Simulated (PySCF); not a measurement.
B2O2, charge +1, sextet, at a GFN2-xTB geometry of the parent state (a state made from the parent by changing its charge; the spin is typed, not shown lowest).

Here is a job for PySCF.
```python
from pyscf import gto, scf, dft

mol = gto.Mole()
mol.atom = '''
    O    -0.000000   -0.000000   -2.002486
    B    -0.000000   -0.000000   -0.838130
    B     0.000000    0.000000    0.838130
    O     0.000000    0.000000    2.002486
'''
mol.basis = 'def2-svp'
mol.charge = 1
mol.spin = 5
mol.verbose = 4
mol.build()

mf = dft.UKS(mol)
mf.xc = 'pbe0'
mf.kernel()
```

Task: What does this run give for the HOMO energy, nuclear repulsion energy?

Result: 
- HOMO energy: -13.14 eV
- nuclear repulsion energy: 67.6102 Eh

These values belong to the state on which the SCF converged, which isn't shown to be the lowest.
